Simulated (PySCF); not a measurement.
Ge(Br)2(Et)2, SMILES C[CH2][Ge]([Br])([Br])[CH2]C, GFN2-xTB optimised geometry.

```
17

C     -0.40    -2.98     1.31
C     -0.92    -1.57     1.48
Ge    -0.32    -0.32     0.00
Br    -1.00    -1.26    -2.03
Br     2.01    -0.32     0.00
C     -0.93     1.62     0.00
C     -0.46     2.38     1.23
H      0.69    -3.00     1.30
H     -0.74    -3.61     2.13
H     -0.75    -3.42     0.37
H     -0.57    -1.14     2.42
H     -2.01    -1.56     1.50
H     -0.53     2.08    -0.91
H     -2.01     1.62    -0.07
H      0.63     2.36     1.31
H     -0.88     1.94     2.14
H     -0.78     3.42     1.17
```

Density from B3LYP/def2-SVP (PySCF 2.14.0) at that geometry.

Minimum of the electron density along straight lines between bonded atoms, close to the bond critical point (lines longer than 1.1 times the sum of covalent radii, or with two minima, are not listed):

| bond | length / Å | ρ at the minimum / e bohr⁻³ | ∇²ρ there / e bohr⁻⁵ | position (fraction from the first atom) |
|---|---|---|---|---|
| C1–C2 | 1.520 | 0.244 | -0.55 | 0.49 |
| C2–Ge3 | 2.029 | 0.118 | -0.03 | 0.53 |
| Ge3–Br4 | 2.340 | 0.085 | ___ | 0.44 |
| Ge3–Br5 | 2.339 | 0.085 | ___ | 0.44 |
| Ge3–C6 | 2.028 | 0.118 | ___ | 0.47 |
| C6–C7 | 1.519 | 0.245 | -0.56 | 0.51 |
| C1–H8 | 1.090 | 0.278 | -1.03 | 0.63 |
| C1–H9 | 1.089 | 0.276 | -1.01 | 0.62 |
| C1–H10 | 1.090 | 0.278 | -1.03 | 0.63 |
| C2–H11 | 1.090 | 0.275 | -1.00 | 0.63 |
| C2–H12 | 1.090 | 0.275 | -1.00 | 0.63 |
| C6–H13 | 1.092 | 0.275 | -1.00 | 0.63 |
| C6–H14 | 1.091 | 0.275 | -1.00 | 0.63 |
| C7–H15 | 1.089 | 0.278 | -1.03 | 0.63 |
| C7–H16 | 1.089 | 0.277 | -1.01 | 0.62 |
| C7–H17 | 1.089 | 0.277 | -1.01 | 0.63 |

Question: Fill in the missing entries.

Answer: 
- Ge3–Br4, ∇²ρ there / e bohr⁻⁵: 0.05
- Ge3–Br5, ∇²ρ there / e bohr⁻⁵: 0.06
- Ge3–C6, ∇²ρ there / e bohr⁻⁵: -0.02
